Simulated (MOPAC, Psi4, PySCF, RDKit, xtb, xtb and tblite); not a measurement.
Two geometries of SMILES FCC(F)(F)F, relaxed at GFN2-xTB with one dihedral held; other torsions can differ between them too.

Structure A

```
8

F     -1.4640     0.9997     0.1481
C     -0.7639    -0.1291    -0.1335
C      0.7201     0.0734     0.2039
F      0.9055     0.9275     1.2055
F      1.4169     0.5333    -0.8421
F      1.2821    -1.0922     0.5546
H     -1.1653    -0.9391     0.4854
H     -0.8736    -0.3515    -1.1996
```

Structure B

```
8

F     -1.4845     0.9705     0.2192
C     -0.7732    -0.1305    -0.1346
C      0.7228     0.0905     0.1530
F      1.1500    -0.6648     1.1732
F      1.0104     1.3538     0.4419
F      1.4683    -0.2573    -0.9068
H     -1.1411    -0.9804     0.4494
H     -0.9172    -0.2955    -1.2078
```

Task: Which is lower in energy at the level DF-MP2 (frozen core)/cc-pVTZ // GFN2-xTB in Psi4 1.11, and by how much?

Result: A is lower, by 6.78 kJ/mol (dihedral F1–C2–C3–F4: 30° in A, 110° in B).

E(B) − E(A) in kJ/mol at the other levels, on the same two geometries: GFN2-xTB (xtb and tblite) 2.27; MMFF94 // GFN2-xTB (RDKit) 11.88; PBE/def2-TZVP // GFN2-xTB (Psi4) 5.73; PBE-D3(BJ)/def2-TZVP // GFN2-xTB (Psi4) 5.75; HF/cc-pVTZ // GFN2-xTB (Psi4) 6.78; UFF // GFN2-xTB (RDKit) 6.95; PM7, restricted, heats of formation // GFN2-xTB (MOPAC) 1.46; AM1, restricted, heats of formation // GFN2-xTB (MOPAC) 0.07; GFN1-xTB // GFN2-xTB (xtb) 1.74; restricted B3LYP/6-31G*, spherical d // GFN2-xTB (PySCF) 6.04; restricted MP2 (frozen core)/6-31G*, spherical d // GFN2-xTB (PySCF) 6.87; restricted M06-2X/6-31G*, spherical d // GFN2-xTB (PySCF) 5.74; restricted LDA (SVWN5)/6-31G*, spherical d // GFN2-xTB (PySCF) 5.63.
